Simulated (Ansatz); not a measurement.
Reaction (redistribution): `NC[SiH2]P` + `C[S][AlH2]` → `NC[SiH2][AlH2]` + `CSP`

Program: Ansatz. Geometries: PBE0-D4/def2-TZVP. ΔE: electronic, gas phase. CCSD(T)/CBS adds triple-zeta CCSD(T) − MP2 to the extrapolated MP2 energy (def2 sets, frozen cores). Functionals use def2-TZVPP. B3LYP here is the variant with VWN-RPA as its local correlation; programs differ in this. One conformer a species, not always the lowest.

```json
{"level": "PBE-D4", "ΔE (kJ/mol)": "120.6", "difference from CCSD(T)/CBS": "-10.6"}
{"level": "r2SCAN-D4", "ΔE (kJ/mol)": "131.3", "difference from CCSD(T)/CBS": "0.1"}
{"level": "PBE0-D4", "ΔE (kJ/mol)": "124.6", "difference from CCSD(T)/CBS": "-6.6"}
{"level": "B3LYP-D4", "ΔE (kJ/mol)": "127.3", "difference from CCSD(T)/CBS": "-3.9"}
{"level": "ωB97X-V", "ΔE (kJ/mol)": "127.6", "difference from CCSD(T)/CBS": "-3.6"}
{"level": "ωB97M-V", "ΔE (kJ/mol)": "133.2", "difference from CCSD(T)/CBS": "2.0"}
{"level": "B2PLYP", "ΔE (kJ/mol)": "129.9", "difference from CCSD(T)/CBS": "-1.3"}
{"level": "PBE", "ΔE (kJ/mol)": "118.5", "difference from CCSD(T)/CBS": "-12.7"}
{"level": "r2SCAN", "ΔE (kJ/mol)": "130.7", "difference from CCSD(T)/CBS": "-0.5"}
{"level": "PBE0", "ΔE (kJ/mol)": "122.8", "difference from CCSD(T)/CBS": "-8.4"}
{"level": "B3LYP", "ΔE (kJ/mol)": "124.0", "difference from CCSD(T)/CBS": "-7.2"}
{"level": "HF/def2-TZVPP", "ΔE (kJ/mol)": "129.1", "difference from CCSD(T)/CBS": "-2.1"}
{"level": "MP2/def2-TZVPP", "ΔE (kJ/mol)": "138.6", "difference from CCSD(T)/CBS": "7.4"}
{"level": "SCS-MP2/def2-TZVPP", "ΔE (kJ/mol)": "133.4", "difference from CCSD(T)/CBS": "2.2"}
{"level": "CCSD/def2-TZVPP", "ΔE (kJ/mol)": "130.6", "difference from CCSD(T)/CBS": "-0.6"}
{"level": "CCSD(T)/def2-TZVPP", "ΔE (kJ/mol)": "131.3", "difference from CCSD(T)/CBS": "0.1"}
{"level": "HF/def2-QZVPP", "ΔE (kJ/mol)": "128.5", "difference from CCSD(T)/CBS": "-2.7"}
{"level": "MP2/def2-QZVPP", "ΔE (kJ/mol)": "138.3", "difference from CCSD(T)/CBS": "7.1"}
{"level": "SCS-MP2/def2-QZVPP", "ΔE (kJ/mol)": "133.6", "difference from CCSD(T)/CBS": "2.4"}
{"level": "HF/CBS(def2)", "ΔE (kJ/mol)": "128.4", "difference from CCSD(T)/CBS": "-2.8"}
{"level": "MP2/CBS(def2)", "ΔE (kJ/mol)": "138.5", "difference from CCSD(T)/CBS": "7.3"}
{"level": "CCSD/CBS(def2)", "ΔE (kJ/mol)": "130.5", "difference from CCSD(T)/CBS": "-0.7"}
{"level": "CCSD(T)/CBS", "ΔE (kJ/mol)": "131.2", "difference from CCSD(T)/CBS": "0"}
```

Largest T1 diagnostic among the species: 0.012.

From PBE to PBE0 (25 % exact exchange), in def2-TZVPP and without D4, ΔE moves by +4.3 kJ/mol. The D4 term adds +3.3 kJ/mol with B3LYP and +1.8 kJ/mol with PBE0; it sums over pairs of atoms, weighted by their polarisabilities, and B3LYP, whose exchange is more repulsive, gets the larger term.
